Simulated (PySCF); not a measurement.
Point-charge models of `C#CP1CCCCCC1` against its computed dipole.

Coordinates (PBE0-D3(BJ)/def2-SVP, Å) and charges (e) from the PBE0/pcSseg-1 density (PySCF):

```json
{"atom": "C1", "x": "3.969", "y": "-0.931", "z": "0.342", "Mulliken": "-0.3837", "IAO": "-0.2245", "Hirshfeld": "-0.1089", "ESP-fitted": "-0.5889"}
{"atom": "C2", "x": "2.811", "y": "-0.619", "z": "0.548", "Mulliken": "-0.0462", "IAO": "-0.2693", "Hirshfeld": "-0.1139", "ESP-fitted": "+0.2296"}
{"atom": "P3", "x": "1.150", "y": "-0.166", "z": "0.974", "Mulliken": "+0.4865", "IAO": "+0.5296", "Hirshfeld": "+0.1755", "ESP-fitted": "-0.2552"}
{"atom": "C4", "x": "0.886", "y": "1.179", "z": "-0.291", "Mulliken": "-0.4301", "IAO": "-0.4296", "Hirshfeld": "-0.1095", "ESP-fitted": "+0.0552"}
{"atom": "C5", "x": "-0.428", "y": "1.936", "z": "-0.097", "Mulliken": "-0.1807", "IAO": "-0.2481", "Hirshfeld": "-0.0688", "ESP-fitted": "-0.1629"}
{"atom": "C6", "x": "-1.633", "y": "1.094", "z": "0.326", "Mulliken": "-0.2803", "IAO": "-0.2602", "Hirshfeld": "-0.0694", "ESP-fitted": "+0.0866"}
{"atom": "C7", "x": "-1.884", "y": "-0.200", "z": "-0.461", "Mulliken": "-0.2202", "IAO": "-0.2575", "Hirshfeld": "-0.0671", "ESP-fitted": "-0.1010"}
{"atom": "C8", "x": "-1.263", "y": "-1.454", "z": "0.157", "Mulliken": "-0.2210", "IAO": "-0.2457", "Hirshfeld": "-0.0674", "ESP-fitted": "+0.0282"}
{"atom": "C9", "x": "0.258", "y": "-1.557", "z": "0.107", "Mulliken": "-0.4105", "IAO": "-0.4244", "Hirshfeld": "-0.1091", "ESP-fitted": "-0.0957"}
{"atom": "H10", "x": "4.990", "y": "-1.209", "z": "0.155", "Mulliken": "+0.0711", "IAO": "+0.2001", "Hirshfeld": "+0.0950", "ESP-fitted": "+0.3541"}
{"atom": "H11", "x": "1.741", "y": "1.869", "z": "-0.223", "Mulliken": "+0.1602", "IAO": "+0.1550", "Hirshfeld": "+0.0420", "ESP-fitted": "+0.0586"}
{"atom": "H12", "x": "0.938", "y": "0.713", "z": "-1.289", "Mulliken": "+0.1489", "IAO": "+0.1324", "Hirshfeld": "+0.0337", "ESP-fitted": "+0.0243"}
{"atom": "H13", "x": "-0.661", "y": "2.461", "z": "-1.040", "Mulliken": "+0.1238", "IAO": "+0.1320", "Hirshfeld": "+0.0369", "ESP-fitted": "+0.0277"}
{"atom": "H14", "x": "-0.285", "y": "2.725", "z": "0.659", "Mulliken": "+0.1265", "IAO": "+0.1357", "Hirshfeld": "+0.0381", "ESP-fitted": "+0.0683"}
{"atom": "H15", "x": "-1.533", "y": "0.836", "z": "1.396", "Mulliken": "+0.1333", "IAO": "+0.1275", "Hirshfeld": "+0.0290", "ESP-fitted": "-0.0008"}
{"atom": "H16", "x": "-2.526", "y": "1.738", "z": "0.267", "Mulliken": "+0.1264", "IAO": "+0.1369", "Hirshfeld": "+0.0402", "ESP-fitted": "+0.0073"}
{"atom": "H17", "x": "-1.546", "y": "-0.085", "z": "-1.507", "Mulliken": "+0.1135", "IAO": "+0.1226", "Hirshfeld": "+0.0338", "ESP-fitted": "+0.0609"}
{"atom": "H18", "x": "-2.971", "y": "-0.369", "z": "-0.520", "Mulliken": "+0.1253", "IAO": "+0.1368", "Hirshfeld": "+0.0397", "ESP-fitted": "+0.0235"}
{"atom": "H19", "x": "-1.600", "y": "-1.528", "z": "1.206", "Mulliken": "+0.1251", "IAO": "+0.1287", "Hirshfeld": "+0.0341", "ESP-fitted": "+0.0366"}
{"atom": "H20", "x": "-1.673", "y": "-2.342", "z": "-0.353", "Mulliken": "+0.1274", "IAO": "+0.1372", "Hirshfeld": "+0.0405", "ESP-fitted": "-0.0004"}
{"atom": "H21", "x": "0.585", "y": "-2.489", "z": "0.594", "Mulliken": "+0.1578", "IAO": "+0.1520", "Hirshfeld": "+0.0417", "ESP-fitted": "+0.0962"}
{"atom": "H22", "x": "0.612", "y": "-1.598", "z": "-0.937", "Mulliken": "+0.1468", "IAO": "+0.1328", "Hirshfeld": "+0.0337", "ESP-fitted": "+0.0476"}
```

What dipole does each set of charges give (1 e·Å = 4.803 D), and what does the density give?

The full density gives (-0.83, -0.01, -1.33) D, 1.57 D in size; dipole vectors point from the negative to the positive end.

| scheme | μx | μy | μz | size (D) | share of the full size (%) | angle to the full dipole (°) |
| --- | --- | --- | --- | --- | --- | --- |
| Mulliken | -4.79 | 1.31 | 0.84 | 5.04 | 322 | 69 |
| IAO | -1.62 | 0.47 | 0.96 | 1.94 | 124 | 89 |
| Hirshfeld | -0.82 | 0.19 | 0.21 | 0.87 | 56 | 73 |
| ESP-fitted | -0.85 | 0.01 | -1.32 | 1.57 | 100 | 1 |

Which set comes closest?

Length of the difference vector: ESP-fitted 0.03 D, Hirshfeld 1.55 D, IAO 2.47 D, Mulliken 4.70 D. Closest: ESP-fitted. ESP charges are fitted to the potential around the molecule, whose slowest-falling term is the dipole's. The schemes that divide the density aren't constrained to reproduce the dipole.

What is left for the Hirshfeld atoms' own dipoles?

The Hirshfeld atoms' densities add up to the full density, so μ = Σ q r + Σ (atomic dipoles). The atomic dipoles sum to (-0.83, -0.01, -1.33) − (-0.82, 0.19, 0.21) = (-0.02, -0.20, -1.54) D, 1.55 D in size.

With the origin at the mean of the coordinates, (-0.003, 0.000, 0.001) Å, which are the largest single terms, by size, of the ESP-fitted dipole along the direction of the full one?

C1 +6.79, H10 -4.73, C2 -2.16, P3 +1.76, C7 -0.68 D; all 22 atoms together +1.57 D. The single terms depend on the origin, their sum doesn't.

Give the size of the full dipole in other units.

1.57 D = 0.617 au = 0.326 e·Å = 5.23 × 10⁻³⁰ C·m.

Isolated species at its PBE0-D3(BJ)/def2-SVP geometry (one conformer only).

These values come from a run that also computed NMR shieldings. Hardware: Intel Xeon Platinum 8259CL at 2.50 GHz, one thread, no GPU, on a shared host. Cost: 77 s wall (grids of density and orbitals included), 1.1 GiB resident at most.
